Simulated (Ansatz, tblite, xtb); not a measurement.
Dissociation curve of OLi (cation, charge +1), lowest singlet found (which spin is the ground state isn't settled by this scan).

Levels: RCCSD = CCSD on RHF/aug-cc-pVDZ, frozen core run with Ansatz (a quantum-chemistry and plane-wave program); GFN1-xTB (xtb); GFN2-xTB, 300 K electronic temperature (tblite).

Total energies in hartree (comparable only within one method and basis):

| R / Å | RCCSD | GFN1-xTB | GFN2-xTB |
|---|---|---|---|
| 1.52 | -82.04054 | -4.22325 | -3.60373 |
| 1.60 | -82.05676 | -4.22916 | -3.61229 |
| 1.69 | -82.06893 | -4.23274 | -3.61713 |
| 1.75 | -82.07444 | -4.23400 | -3.61923 |
| 1.84 | -82.07995 | -4.23487 | -3.62127 |
| 1.90 | -82.08224 | -4.23502 | -3.62210 |
| 1.97 | -82.08391 | -4.23491 | -3.62269 |
| 2.01 | -82.08449 | -4.23475 | -3.62290 |
| 2.10 | -82.08505 | -4.23420 | -3.62310 |
| 2.18 | -82.08496 | -4.23354 | -3.62307 |
| 2.33 | -82.08393 | -4.23198 | -3.62267 |
| 2.43 | -82.08294 | -4.23084 | -3.62223 |
| 2.60 | -82.08111 | -4.22893 | -3.62111 |
| 2.84 | -82.07868 | -4.22654 | -3.61904 |

The scan ran from 1.39 to 6.63 Å; beyond the distances shown full CI changes its symmetry label.
